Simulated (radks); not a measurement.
The numbers below are computed, except where a source is named.
Isoelectronic series with 60 electrons, all held in the configuration [Xe] 4f4 6s2, which need not be the ground one along the series. Level of theory: Dirac Kohn-Sham, PBE, spin-unpolarised, spherical densities, finite nucleus; open shells fill j = l - 1/2 first; Fermi nuclear charge, rms radius of each element as measured or else 0.836 A^(1/3) + 0.57 fm (a radial shooting solver on a logarithmic mesh with Libxc functionals). Total energies (hartree) and orbital eigenvalues (Ry):

ion    E (hartree)      4f5/2      6s1/2      5p3/2      5p1/2
Nd      -9629.3831   -0.13527   -0.25700   -1.55299   -1.77450
Pm+    -10026.2571   -1.18205   -0.72133   -2.38660   -2.64881
Sm2+   -10432.6230   -2.50293   -1.29843   -3.38866   -3.69983
Eu3+   -10848.5420   -4.03286   -1.96911   -4.51879   -4.88567
Gd4+   -11274.0354   -5.74650   -2.72465   -5.76268   -6.19178
Tb5+   -11709.2092   -7.62959   -3.55994   -7.11268   -7.61060
Dy6+   -12153.9975   -9.67293   -4.47155   -8.56400   -9.13755
Ho7+   -12608.6168  -11.86998   -5.45715  -10.11329  -10.76958
Er8+   -13073.0525  -14.21598   -6.51498  -11.75813  -12.50460
Tm9+   -13547.4455  -16.70723   -7.64378  -13.49667  -14.34117
Yb10+  -14031.7902  -19.34085   -8.84256  -15.32750  -16.27826
Lu11+  -14526.2382  -22.11450  -10.11062  -17.24947  -18.31517
Hf12+  -15030.9227  -25.02623  -11.44743  -19.26166  -20.45145
Ta13+  -15545.8772  -28.07449  -12.85258  -21.36333  -22.68684

4f5/2 drops below 6s1/2 between Nd and Pm+. 4f5/2 drops below 5p3/2 between Gd4+ and Tb5+. 4f5/2 drops below 5p1/2 between Gd4+ and Tb5+.
